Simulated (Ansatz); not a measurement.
Computed with Ansatz on PBE0-D4/def2-TZVP structures; ΔE is electronic, products minus reactants. CCSD(T)/CBS adds triple-zeta CCSD(T) − MP2 to the extrapolated MP2 energy (def2 sets, frozen cores). Functionals use def2-TZVPP. B3LYP here is the variant with VWN-RPA as its local correlation; programs differ in this. One conformer a species, not always the lowest.

Reaction (redistribution): `CN([SiH2]F)[SiH2]F` + `COC[SiH2]O` → `COC[SiH2]F` + `CN([SiH2]O)[SiH2]F`

| level | ΔE (kcal/mol) |
| --- | --- |
| B3LYP-D4 | 0.7 |
| CCSD/CBS(def2) | 0.9 |

Task: What does CCSD(T)/CBS give? (Best estimate.)

Result: Ansatz gave: +1.0 kcal/mol. The listed levels differ from it by -0.3, -0.1 kcal/mol.

Largest T1 diagnostic among the species: 0.012.
